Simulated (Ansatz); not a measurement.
`FC(F)(F)c1sc(-c2sc(-c3sc(-c4sc(C(F)(F)F)c5c4OCCO5)c4c3OCCO4)c3c2OCCO3)c2c1OCCO2` with charge -1. Total charge -1; doublet. Geometry r2SCAN-D4/def2-SVP, that of the neutral singlet; atoms count from 1.

```xyz
60

F    -0.834   -6.905   -5.526
C    -0.273   -6.975   -4.303
F     0.625   -7.976   -4.357
F    -1.239   -7.342   -3.439
C     0.346   -5.690   -3.890
S    -0.209   -4.804   -2.509
C     0.951   -3.527   -2.774
C     1.004   -2.376   -1.915
S    -0.447   -1.635   -1.284
C     0.450   -0.415   -0.410
C    -0.216    0.562    0.404
S    -1.613    0.148    1.370
C    -1.785    1.778    1.978
C    -2.853    2.141    2.868
S    -4.467    1.504    2.665
C    -5.065    2.399    4.023
C    -6.470    2.276    4.490
F    -6.550    1.794    5.746
F    -7.169    1.445    3.696
F    -7.107    3.462    4.499
C    -4.072    3.164    4.599
C    -2.811    3.014    3.948
O    -1.689    3.629    4.391
C    -1.990    4.729    5.246
C    -3.011    4.329    6.291
O    -4.248    3.958    5.679
C    -0.780    2.587    1.465
C     0.103    1.902    0.580
O     1.103    2.532   -0.082
C     1.411    3.798    0.492
C     0.142    4.584    0.751
O    -0.679    3.918    1.708
C     1.812   -0.576   -0.630
C     2.123   -1.680   -1.478
O     3.396   -2.050   -1.753
C     4.332   -1.022   -1.447
C     4.052   -0.441   -0.075
O     2.771    0.183   -0.042
C     1.733   -3.807   -3.888
C     1.395   -5.044   -4.513
O     2.021   -5.502   -5.619
C     3.230   -4.792   -5.894
C     3.020   -3.301   -5.733
O     2.687   -2.980   -4.385
H    -2.374    5.574    4.643
H    -1.045    5.028    5.720
H    -3.237    5.167    6.965
H    -2.628    3.481    6.888
H     1.965    3.654    1.438
H     2.057    4.321   -0.227
H    -0.419    4.713   -0.195
H     0.370    5.575    1.168
H     5.329   -1.484   -1.483
H     4.276   -0.226   -2.213
H     4.096   -1.242    0.687
H     4.787    0.335    0.181
H     4.025   -5.139   -5.209
H     3.511   -5.044   -6.926
H     2.214   -2.958   -6.410
H     3.942   -2.749   -5.970
```

Single mean-field runs in def2-SVP are fitted with def2-universal-jkfit. The highest occupied level of the charge -1 doublet lies above zero (up to 0.29 eV). By energy differences its removal costs 0.77 eV (vertical, to the charge 0 singlet, at PBE0-D4/def2-SVP); self-interaction error and the lack of diffuse functions both raise the level.

(1) Estimate the Mulliken populations of the heavy atoms from the PBE0/def2-SVP orbitals of Ansatz.

(2) Where does the spin sit?

(3) And the Mayer bond orders between bonded heavy atoms (over 0.3, the first 40 of 51)?

## Answers

(1) 
```csv
atom,charge (e),spin (α − β)
F1,-0.20,0.00
C2,0.63,0.00
F3,-0.20,0.00
F4,-0.20,0.00
C5,-0.41,0.12
S6,0.14,0.05
C7,-0.20,0.00
C8,-0.20,0.10
S9,0.10,0.06
C10,-0.19,0.06
C11,-0.19,0.05
S12,0.10,0.06
C13,-0.21,0.10
C14,-0.20,0.00
S15,0.14,0.05
C16,-0.41,0.11
C17,0.63,0.00
F18,-0.20,0.00
F19,-0.20,0.00
F20,-0.20,0.00
C21,0.16,-0.03
C22,0.19,0.07
O23,-0.33,0.01
C24,0.15,0.00
C25,0.14,0.00
O26,-0.35,0.00
C27,0.17,0.01
C28,0.16,0.05
O29,-0.34,0.00
C30,0.15,0.00
C31,0.14,0.00
O32,-0.34,0.00
C33,0.17,0.05
C34,0.17,0.01
O35,-0.34,0.00
C36,0.15,0.00
C37,0.15,0.00
O38,-0.34,0.00
C39,0.19,0.07
C40,0.15,-0.03
O41,-0.34,0.00
C42,0.15,0.00
C43,0.14,0.00
O44,-0.34,0.01
```
Mulliken values and Mayer orders depend strongly on the basis.

(2) Summed by element: F 0.01, C 0.76, S 0.21, O 0.02, H 0.00, of 1 unpaired in all. Largest on single atoms: C5 0.12, C16 0.11, C13 0.10.

(3) F1–C2 1.13 (1.35 Å); C2–F3 1.13 (1.35 Å); C2–F4 1.11 (1.35 Å); C2–C5 0.98 (1.48 Å); C5–S6 1.06 (1.73 Å); C5–C40 1.50 (1.38 Å); S6–C7 1.11 (1.75 Å); C7–C8 1.16 (1.44 Å); C7–C39 1.44 (1.39 Å); C8–S9 1.06 (1.75 Å); C8–C34 1.44 (1.39 Å); S9–C10 1.07 (1.75 Å); C10–C11 1.17 (1.44 Å); C10–C33 1.44 (1.39 Å); C11–S12 1.07 (1.75 Å); C11–C28 1.44 (1.39 Å); S12–C13 1.06 (1.75 Å); C13–C14 1.16 (1.44 Å); C13–C27 1.44 (1.39 Å); C14–S15 1.11 (1.75 Å); C14–C22 1.44 (1.39 Å); S15–C16 1.06 (1.73 Å); C16–C17 0.98 (1.49 Å); C16–C21 1.50 (1.38 Å); C17–F18 1.13 (1.35 Å); C17–F19 1.11 (1.35 Å); C17–F20 1.13 (1.35 Å); C21–C22 1.23 (1.43 Å); C21–O26 1.12 (1.35 Å); C22–O23 1.09 (1.35 Å); O23–C24 0.96 (1.42 Å); C24–C25 1.06 (1.52 Å); C25–O26 0.94 (1.43 Å); C27–C28 1.24 (1.43 Å); C27–O32 1.09 (1.36 Å); C28–O29 1.09 (1.36 Å); O29–C30 0.97 (1.42 Å); C30–C31 1.06 (1.52 Å); C31–O32 0.96 (1.43 Å); C33–C34 1.24 (1.43 Å).
